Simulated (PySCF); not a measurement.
## Ca⁺ (calcium, charge +1): UHF calculation

Configuration: [Ar] 3d1, 2D determinant (an excited configuration). All numbers are calculated (PySCF 2.14, the spin-free X2C one-electron Hamiltonian (Gaussian nucleus), in aug-cc-pwCVTZ-X2C (9s8p6d3f, 84 functions)).

```json
{
 "Total energy": "-679.373494 hartree",
 "One-electron energy": "-928.1714 hartree",
 "Hartree (Coulomb) energy": "284.2948 hartree",
 "Exchange energy": "-35.4969 hartree",
 "⟨S²⟩": "0.7516",
 "⟨L²⟩": "6.017",
 "Sum of ⟨r⟩": "15.27 bohr",
 "Sum of ⟨r²⟩": "23.28 bohr²",
 "Traceless quadrupole moment −½Σ⟨3z² − r²⟩ along its main axis": "2.03 e·bohr²",
 "Langevin diamagnetic susceptibility": "-18.4 ×10⁻⁶ cm³/mol"
}
```

| shell | electrons | mean orbital energy (eV) | spread (eV) | rms radius, mean of both spins (bohr) |
| --- | --- | --- | --- | --- |
| 1s β | 1 | -4087.8 | 0 | 0.0888 |
| 1s α | 1 | -4087.8 | 0 | 0.0888 |
| 2s α | 1 | -463.87 | 0 | 0.393 |
| 2s β | 1 | -463.73 | 0 | 0.393 |
| 2p α | 3 | -373.49 | 0.066 | 0.362 |
| 2p β | 3 | -373.36 | 0.255 | 0.362 |
| 3s α | 1 | -64.282 | 0 | 1.25 |
| 3s β | 1 | -63.398 | 0 | 1.25 |
| 3p α | 3 | -39.851 | 0.658 | 1.40 |
| 3p β | 3 | -38.632 | 1.056 | 1.40 |
| 3d α | 1 | -9.748 | 0 | 2.69 |

Densities and radii are taken from the X2C orbitals without a picture-change correction, which distorts them close to the nucleus.

Spin-orbit constants ζ (cm⁻¹) from the X2C one-electron operator on these orbitals: bare nucleus, nucleus screened by l(l+1)(2l+1)/3 electrons, and screened by the Breit-Pauli mean field of the electrons.

| shell | bare | screened nucleus | mean field |
| --- | --- | --- | --- |
| 2p | 21480 | 19330 | 18350 |
| 3p | 2007 | 1807 | 1700 |
| 3d | 78.39 | 39.20 | 29.53 |

To first order the Landé constant is A = 29.53 cm⁻¹, so the lowest level has J = 3/2 and lies 0.00549 eV below the centre of the term.
